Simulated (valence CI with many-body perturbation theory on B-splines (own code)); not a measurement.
**Basis-set convergence for Hg⁷⁵⁺**

Computed by valence CI with perturbative core correlation (CI+MBPT): three valence electrons over a frozen Dirac-Fock core [He], radial functions for each j: 9 s, 9 p, 8 d, 6 f, 3 g, 1 h, with the one-electron correlation potential Σ1, the two-electron term Σ2, the three-electron term Σ3, Breit, model QED; selected CI, second order for the rest, scaled by the run's own slope (own B-spline code, finite nucleus).

The last digits are not significant, and no measured levels were compared; by estimate large intervals hold to a few tenths of a per cent, small ones and those within an open d or f shell to about a per cent.

The reference run has the lowest level (2s^2 2p1/2) J=1/2 and an ionisation energy of 22576.1 eV. Its largest variational space holds 8546 state functions.

Levels are named by their leading jj configuration (3d3/2^4 stands for four electrons in 3d with j = 3/2), which in mixed levels can hold well under half, so a name can repeat and another be missing. Letters in brackets count levels of one name in rising energy.

Changed runs:
A. basis 6 s, 6 p, 5 d, 3 f, 1 g
B. basis 5 s, 5 p, 4 d, 2 f

Excitation energies of the reference run in eV, and shifts in cm⁻¹:

| Level | Reference | A | B |
| --- | --- | --- | --- |
| (2s 2p1/2^2) J=1/2 | 311.8 | -158 | -426 |
| (2s^2 2p3/2) J=3/2 | 2096.5 | +100 | -19 |
| (2s 2p1/2 2p3/2) J=3/2 [a] | 2317.3 | -142 | -754 |
| (2s 2p1/2 2p3/2) J=5/2 | 2359.5 | +216 | -63 |
| (2s 2p1/2 2p3/2) J=1/2 | 2441.8 | +98 | -114 |
| (2s 2p1/2 2p3/2) J=3/2 [b] | 2443.5 | +186 | +146 |
| (2p1/2^2 2p3/2) J=3/2 | 2765.0 | -162 | -521 |
| (2s 2p3/2^2) J=5/2 | 4431.6 | +96 | -441 |
| (2s 2p3/2^2) J=1/2 | 4553.5 | +27 | -185 |
| (2s 2p3/2^2) J=3/2 | 4554.1 | +192 | +36 |
| (2p1/2 2p3/2^2) J=3/2 | 4805.7 | -86 | -721 |
| (2p1/2 2p3/2^2) J=5/2 | 4828.2 | +169 | -116 |
| Ionisation energy (eV) | 22576.1 | +0.011 | -0.055 |
